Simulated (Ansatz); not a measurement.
Start from `O[Si@H](Cl)[Si@@H](O)F` and change one atom or group to get `C=C[Si@@H](O)[Si@@H](O)F`.

Ansatz, PBE0-D4/def2-TZVP geometries, multiplicity 1. Each molecule was computed in one conformer, which needn't be the lowest.

```json
{"property": "size of the dipole moment (ωB97M-V/def2-TZVPP) / D", "`O[Si@H](Cl)[Si@@H](O)F`": "1.56"}
{"property": "HOMO energy (ωB97M-V/def2-TZVPP) / eV", "`O[Si@H](Cl)[Si@@H](O)F`": "-10.09"}
{"property": "size of the dipole moment (PBE/def2-TZVPP) / D", "`O[Si@H](Cl)[Si@@H](O)F`": "1.58"}
{"property": "LUMO energy (B3LYP/def2-TZVPP) / eV", "`O[Si@H](Cl)[Si@@H](O)F`": "-1.00"}
{"property": "HOMO–LUMO gap (PBE/def2-TZVPP) / eV", "`O[Si@H](Cl)[Si@@H](O)F`": "5.10"}
{"property": "LUMO energy (PBE/def2-TZVPP) / eV", "`O[Si@H](Cl)[Si@@H](O)F`": "-1.63"}
```

Question: What does the change do to each property? (Estimate.)

Answer: The calculation gave: 
| property | `C=C[Si@@H](O)[Si@@H](O)F` | shift |
| --- | --- | --- |
| size of the dipole moment (ωB97M-V/def2-TZVPP) / D | 1.18 | -0.38 |
| HOMO energy (ωB97M-V/def2-TZVPP) / eV | -9.50 | 0.59 |
| size of the dipole moment (PBE/def2-TZVPP) / D | 1.12 | -0.46 |
| LUMO energy (B3LYP/def2-TZVPP) / eV | -0.92 | 0.08 |
| HOMO–LUMO gap (PBE/def2-TZVPP) / eV | 4.61 | -0.49 |
| LUMO energy (PBE/def2-TZVPP) / eV | -1.65 | -0.02 |

With PBE0 the HOMO rises by 0.60 eV and the LUMO rises by 0.08 eV, so the gap narrows by about 0.52 eV. PBE moves the HOMO by 0.47 eV and ωB97M-V by 0.59 eV. Dipoles are sizes alone; their direction can turn.

B3LYP here is the variant with VWN-RPA as its local correlation; programs differ in this.
